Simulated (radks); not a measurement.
All-electron atom: Zr IV in [Kr] 4d1. Calculated with a radial shooting solver on a logarithmic mesh with Libxc functionals: Dirac Kohn-Sham, PBE, spin-unpolarised, spherical densities, point nucleus; open shells are shared between the two j in proportion to 2j + 1.

Spin-orbit splittings of the eigenvalues, e(l+1/2) - e(l-1/2), with zeta = 2 splitting/(2l+1) and mean radii in bohr:

2p: occ. 6; splitting (eV) 85.86; zeta (eV) 57.24; <r> j=l-1/2 0.1387; <r> j=l+1/2 0.1430
3p: occ. 6; splitting (eV) 13.67; zeta (eV) 9.116; <r> j=l-1/2 0.4549; <r> j=l+1/2 0.4653
3d: occ. 10; splitting (eV) 2.499; zeta (eV) 0.9995; <r> j=l-1/2 0.4503; <r> j=l+1/2 0.4538
4p: occ. 6; splitting (eV) 1.842; zeta (eV) 1.228; <r> j=l-1/2 1.322; <r> j=l+1/2 1.350
4d: occ. 1; splitting (eV) 0.1871; zeta (eV) 0.07486; <r> j=l-1/2 1.829; <r> j=l+1/2 1.840
